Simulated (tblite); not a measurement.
A geometry optimisation, step by step.

Species: C₅H₁₁SSi (doublet state).
SMILES with atom numbers: `[CH3:1][CH2:2][CH2:3][S:4][Si:5]1[CH2:6][CH2:7]1` (hydrogens: H8, H9, H10 on C1; H11, H12 on C2; H13, H14 on C3; H15, H16 on C6; H17, H18 on C7)

Computed with GFN2-xTB (tblite), gas phase: L-BFGS steps from a force-field or distance-geometry start until the largest atomic force falls under 0.01 eV/Å. 8 of its 143 geometries are shown.

Step 0: E = -576.1334 eV, largest atomic force 2.106 eV/Å
```
atom  x, y, z in Å  |  force x, y, z in eV/Å
C1     -2.551    0.499    0.063   -0.714  -0.024   0.751
C2     -1.816   -0.823   -0.016    0.179  -0.164   1.848
C3     -0.941   -0.770   -1.227   -1.159   0.923  -0.914
S4      0.524   -1.764   -1.190    0.186  -1.210  -0.803
Si5     2.093   -0.996    0.022   -0.360  -1.009   0.371
C6      3.217    0.323   -0.639    2.030   0.560  -0.042
C7      2.215    0.820    0.391   -0.953   0.959   0.742
H8     -3.194    0.466    0.961    0.160   0.273  -0.420
H9     -1.778    1.263    0.219   -0.646   0.109  -0.295
H10    -3.195    0.673   -0.813    0.479   0.135   0.338
H11    -2.501   -1.689    0.026    0.379   0.351  -0.252
H12    -1.201   -0.852    0.931   -0.305  -0.279  -0.826
H13    -1.593   -1.101   -2.074    0.901   0.055   0.225
H14    -0.703    0.300   -1.404    0.282  -0.597  -0.100
H15     3.083    0.708   -1.663    0.297  -0.158   0.629
H16     4.266    0.383   -0.244   -0.912  -0.084  -0.865
H17     1.498    1.537   -0.044    0.316  -0.222   0.726
H18     2.568    1.032    1.423   -0.159   0.382  -1.114
```

Step 20: E = -576.6697 eV, largest atomic force 0.198 eV/Å
```
atom  x, y, z in Å  |  force x, y, z in eV/Å
C1     -2.579    0.499    0.142   -0.022   0.012  -0.008
C2     -1.725   -0.753    0.013    0.050  -0.031  -0.020
C3     -0.889   -0.728   -1.256    0.082  -0.010  -0.038
S4      0.473   -1.950   -1.246   -0.154   0.033  -0.120
Si5     1.976   -1.039    0.038    0.015  -0.059   0.104
C6      3.167    0.273   -0.617    0.030   0.097   0.011
C7      2.113    0.819    0.376    0.003   0.022   0.015
H8     -3.218    0.406    1.014   -0.056   0.090   0.035
H9     -1.961    1.387    0.251    0.041   0.010   0.033
H10    -3.203    0.629   -0.738   -0.063  -0.015  -0.034
H11    -2.380   -1.627   -0.005    0.088  -0.075   0.029
H12    -1.069   -0.839    0.883    0.022   0.016   0.021
H13    -1.496   -0.998   -2.121    0.063   0.018  -0.007
H14    -0.446    0.252   -1.433   -0.015   0.017   0.059
H15     3.105    0.669   -1.621   -0.060  -0.075  -0.095
H16     4.185    0.302   -0.260    0.040   0.009   0.030
H17     1.411    1.546   -0.013   -0.015  -0.044  -0.073
H18     2.526    1.157    1.316   -0.048  -0.017   0.058
```

Step 41: E = -576.7240 eV, largest atomic force 0.044 eV/Å
```
atom  x, y, z in Å  |  force x, y, z in eV/Å
C1     -2.580    0.469    0.149   -0.012   0.004  -0.003
C2     -1.611   -0.702    0.036   -0.027   0.012   0.020
C3     -0.799   -0.614   -1.244   -0.032   0.020   0.023
S4      0.486   -1.897   -1.347    0.020  -0.011  -0.010
Si5     1.922   -1.115    0.103    0.022  -0.010   0.004
C6      3.106    0.194   -0.583    0.007  -0.032  -0.003
C7      1.995    0.766    0.328    0.008   0.004  -0.018
H8     -3.200    0.360    1.036    0.003   0.015  -0.011
H9     -2.037    1.410    0.222   -0.001  -0.014   0.002
H10    -3.228    0.517   -0.724   -0.017  -0.016   0.012
H11    -2.163   -1.644    0.048    0.009  -0.017  -0.001
H12    -0.936   -0.700    0.896    0.018   0.012  -0.007
H13    -1.427   -0.781   -2.119   -0.020  -0.006  -0.007
H14    -0.321    0.359   -1.340    0.012   0.015  -0.020
H15     3.025    0.453   -1.632    0.024   0.037   0.001
H16     4.116    0.317   -0.224    0.012  -0.020   0.022
H17     1.295    1.443   -0.146   -0.020   0.007  -0.007
H18     2.347    1.171    1.266   -0.006   0.000   0.003
```

Step 61: E = -576.7365 eV, largest atomic force 0.070 eV/Å
```
atom  x, y, z in Å  |  force x, y, z in eV/Å
C1     -2.626    0.445    0.162    0.017   0.005  -0.005
C2     -1.582   -0.661    0.058   -0.009   0.002   0.031
C3     -0.836   -0.577   -1.262   -0.014   0.010   0.035
S4      0.458   -1.848   -1.437    0.006   0.017  -0.009
Si5     1.927   -1.141    0.014    0.006  -0.016   0.000
C6      3.178    0.173   -0.543   -0.055   0.009   0.018
C7      1.992    0.731    0.279    0.007   0.020   0.009
H8     -3.180    0.355    1.094   -0.014  -0.016  -0.052
H9     -2.148    1.423    0.145    0.005  -0.010  -0.017
H10    -3.321    0.390   -0.673   -0.028   0.000   0.056
H11    -2.062   -1.638    0.141   -0.007  -0.019  -0.012
H12    -0.870   -0.567    0.881    0.034  -0.008   0.021
H13    -1.508   -0.753   -2.101    0.010   0.008  -0.006
H14    -0.369    0.401   -1.377   -0.002   0.010  -0.069
H15     3.210    0.487   -1.579    0.034  -0.036   0.009
H16     4.147    0.247   -0.070   -0.034  -0.004  -0.028
H17     1.326    1.400   -0.253    0.027   0.022  -0.008
H18     2.256    1.140    1.243    0.017   0.005   0.026
```

Step 81: E = -576.7487 eV, largest atomic force 0.043 eV/Å
```
atom  x, y, z in Å  |  force x, y, z in eV/Å
C1     -2.669    0.392    0.189   -0.006  -0.006  -0.008
C2     -1.540   -0.621    0.050    0.010  -0.002  -0.002
C3     -0.893   -0.527   -1.321   -0.002   0.002  -0.006
S4      0.457   -1.729   -1.563   -0.012   0.037   0.019
Si5     1.836   -1.101    0.010    0.003  -0.006  -0.011
C6      3.217    0.104   -0.468    0.004   0.007   0.010
C7      2.026    0.767    0.261    0.002   0.007  -0.013
H8     -3.120    0.320    1.175    0.004   0.008  -0.006
H9     -2.289    1.404    0.055   -0.023  -0.025   0.011
H10    -3.440    0.213   -0.557    0.004   0.005   0.005
H11    -1.920   -1.635    0.197   -0.009   0.015   0.008
H12    -0.782   -0.430    0.817   -0.005  -0.015   0.007
H13    -1.615   -0.764   -2.103    0.020  -0.009  -0.012
H14    -0.494    0.471   -1.504    0.008   0.001   0.010
H15     3.356    0.389   -1.504   -0.009  -0.006   0.019
H16     4.151    0.112    0.074    0.004  -0.014  -0.006
H17     1.458    1.481   -0.323   -0.004   0.002  -0.015
H18     2.253    1.163    1.241    0.011  -0.001  -0.010
```

Step 101: E = -576.7536 eV, largest atomic force 0.047 eV/Å
```
atom  x, y, z in Å  |  force x, y, z in eV/Å
C1     -2.741    0.345    0.206    0.012  -0.010  -0.014
C2     -1.573   -0.619    0.040    0.030  -0.032   0.004
C3     -0.902   -0.468   -1.313   -0.002  -0.007  -0.006
S4      0.467   -1.647   -1.562   -0.008   0.006   0.008
Si5     1.820   -1.060    0.049   -0.022   0.030  -0.007
C6      3.272    0.052   -0.440   -0.031   0.007   0.002
C7      2.091    0.809    0.210   -0.006   0.000  -0.018
H8     -3.153    0.255    1.208   -0.020   0.019  -0.003
H9     -2.412    1.372    0.058   -0.002  -0.002   0.016
H10    -3.530    0.131   -0.511    0.026  -0.010  -0.015
H11    -1.920   -1.648    0.149   -0.023  -0.024   0.024
H12    -0.831   -0.432    0.822    0.011   0.010   0.040
H13    -1.602   -0.699   -2.117    0.002   0.038  -0.027
H14    -0.512    0.540   -1.454   -0.015  -0.010  -0.006
H15     3.457    0.273   -1.483    0.001   0.002  -0.005
H16     4.188    0.041    0.131    0.007  -0.001   0.021
H17     1.568    1.502   -0.439    0.028   0.005   0.008
H18     2.302    1.258    1.170    0.012  -0.019  -0.023
```

Step 122: E = -576.7653 eV, largest atomic force 0.032 eV/Å
```
atom  x, y, z in Å  |  force x, y, z in eV/Å
C1     -2.889    0.228    0.217   -0.008   0.008   0.011
C2     -1.677   -0.681    0.051   -0.009   0.004   0.006
C3     -0.943   -0.370   -1.242    0.005  -0.001   0.003
S4      0.465   -1.488   -1.541   -0.011   0.006   0.000
Si5     1.747   -0.857    0.105   -0.009   0.001   0.022
C6      3.376   -0.045   -0.396    0.004  -0.005  -0.001
C7      2.292    0.959    0.062    0.006  -0.007  -0.004
H8     -3.338    0.086    1.197   -0.013  -0.029   0.002
H9     -2.597    1.272    0.125   -0.004  -0.008   0.002
H10    -3.639    0.010   -0.540    0.018   0.023  -0.002
H11    -1.993   -1.727    0.049    0.016   0.008  -0.005
H12    -0.989   -0.541    0.891    0.003   0.004  -0.006
H13    -1.596   -0.505   -2.104   -0.006  -0.018  -0.004
H14    -0.566    0.653   -1.239   -0.003   0.019  -0.014
H15     3.657    0.009   -1.440    0.010   0.008   0.027
H16     4.241   -0.119    0.248   -0.005   0.017  -0.016
H17     1.929    1.637   -0.700   -0.002  -0.016  -0.009
H18     2.511    1.486    0.981    0.009  -0.016  -0.012
```

Step 142: E = -576.7717 eV, largest atomic force 0.009 eV/Å
```
atom  x, y, z in Å  |  force x, y, z in eV/Å
C1     -3.001    0.135    0.239    0.003   0.001  -0.001
C2     -1.736   -0.694    0.051   -0.001   0.000  -0.001
C3     -0.999   -0.291   -1.215    0.002   0.003  -0.004
S4      0.467   -1.329   -1.524   -0.003   0.002  -0.001
Si5     1.702   -0.671    0.147   -0.003  -0.003   0.002
C6      3.441   -0.119   -0.335   -0.002   0.007  -0.005
C7      2.470    1.051   -0.053    0.002   0.003  -0.003
H8     -3.511   -0.159    1.153   -0.001   0.002   0.000
H9     -2.757    1.194    0.305    0.002  -0.002   0.004
H10    -3.681   -0.009   -0.597   -0.001  -0.003   0.000
H11    -1.991   -1.754   -0.007   -0.005  -0.003   0.001
H12    -1.070   -0.556    0.908    0.003   0.000   0.000
H13    -1.630   -0.433   -2.092   -0.004  -0.004  -0.001
H14    -0.679    0.750   -1.173    0.005   0.003   0.001
H15     3.783   -0.211   -1.357    0.000  -0.001   0.005
H16     4.256   -0.217    0.367   -0.003   0.002   0.000
H17     2.219    1.668   -0.907    0.003  -0.005  -0.004
H18     2.710    1.652    0.812    0.001  -0.001   0.007
```

**Question.** Summarise the path.

**Answer.** The energy falls by 0.6383 eV from step 0 to step 142; nine tenths of that is first reached at step 31. It falls at every step. The largest force goes from 2.106 to 0.009 eV/Å. Among the bonds S4–Si5 changes most (a near tie, within 0.001 Å, with another), from 2.126 to 2.179 Å; the atoms move by 0.722 Å rms after alignment.

The cost below is that of the whole relaxation. On Arm Neoverse V2, one thread, shared host, this took 1.0 s.
